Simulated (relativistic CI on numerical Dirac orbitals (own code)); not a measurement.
Method of calculation: Dirac-Coulomb-Breit CI, orbitals from a KLI potential per configuration, model QED, unscaled Slater integrals (own radial code, finite nucleus).

The strongest absorption lines from the ground level of an ion, among the configurations computed and to levels below about 69 eV (vacuum wavelength in Å, gf): 189.10 (0.028), 189.56 (0.1), 191.05 (0.43), 193.00 (0.078), 193.45 (0.042), 194.82 (0.2), 195.24 (0.51), 197.18 (0.16).

**Question.** Which ion is it?
A. Te13+
B. Cd9+
C. Cd7+
D. Sn11+

**Answer.** B. Cd9+ has 39 electrons and the ground level 4s2 4p6 4d3 4F_3/2; the strongest line goes to 4s2 4p6 4d2 5p 4F°_3/2. The pattern of lines fixes the number of electrons, and along that sequence the line energies rise steadily with the charge (about as its square where n changes within one kind of shell, about linearly where n is kept but much faster in heavy ions where fine structure, which grows about as Z⁴, sets the gap, and irregularly where shells cross), which fixes Z. Configurations outside the model, such as inner-shell arrays, can give stronger lines. At this charge energies of transitions that change n are usually good to better than 1 %, and those within a shell (Δn = 0) to a few per cent. Terms inside the open d or f shell come out 10 to 20 % too wide with unscaled integrals.

LS names give the leading component of a level, which can be under half, so a name can repeat, a term be missing and a line seem to break the LS rules.
